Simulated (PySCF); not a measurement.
Radial density of Se (selenium, neutral)

LC-wPBE, [Ar] 3d10 4s2 4p3 5s1, high-spin 5S determinant (an excited configuration). Computed with PySCF 2.14 in aug-cc-pVDZ-DK, with the spin-free X2C one-electron Hamiltonian (Gaussian nucleus).

```tsv
r (bohr)	4πr²ρ (e/bohr)	4πr²(ρα − ρβ)
0.000984	0.5489	0.0000
0.00166	1.314	0.0001
0.00278	3.097	0.0002
0.00468	7.020	0.0005
0.00788	14.72	0.0011
0.0133	26.96	0.0026
0.0223	39.38	0.0073
0.0375	40.82	0.0252
0.0631	34.07	0.0765
0.106	44.70	0.1208
0.178	44.02	0.0131
0.300	26.02	0.1171
0.505	32.80	0.2485
0.849	12.91	0.0885
1.43	4.030	1.4912
2.40	1.771	1.1966
4.04	0.4719	0.4505
6.80	0.08810	0.0880
11.4	6.908e-05	0.0001
```

Densities and radii are taken from the X2C orbitals without a picture-change correction, which distorts them close to the nucleus.

The outer electron is Rydberg-like, and this basis confines it to a smaller radius and binds it less than a complete one would.
